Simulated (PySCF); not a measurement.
## A thermochemical cycle for SiTe

MP2 in PySCF with x2c-SVPall on every atom, spin-free X2C, for the lowest determinant that a PBE0 search found; no spin–orbit coupling. SiTe, a singlet (closed shell), has De = 4.40 eV to neutral atoms, and SiTe⁺, a doublet (π ↑), has De = 3.11 eV to Si⁺ + Te.

The adiabatic ionisation energy of SiTe, between the minima, is 9.13 eV.

**Question.** Which ionisation energy of the Si atom does this level give?

**Answer.** IE(Si) = IE(molecule) + De(ion) − De(neutral) = 9.13 + 3.11 − 4.40 = 7.84 eV; the measured value is 8.152 eV (NIST ASD).

Correlated steps freeze 23 core orbitals. Correlated levels converge slowly with the basis: in double zeta they bind strong bonds too weakly, by up to about 1 eV, and carry superposition errors of some tenths. Spin–orbit coupling is left out, which matters for elements this heavy, above all for dissociation energies. For an ion De counts to the pair picked by the measured ionisation energies or electron affinities, which need not be the lowest pair at this level. Where the molecule has an RHF reference, its open-shell atoms are computed with UHF. States were picked by a PBE0 search and need not be the measured ground states.
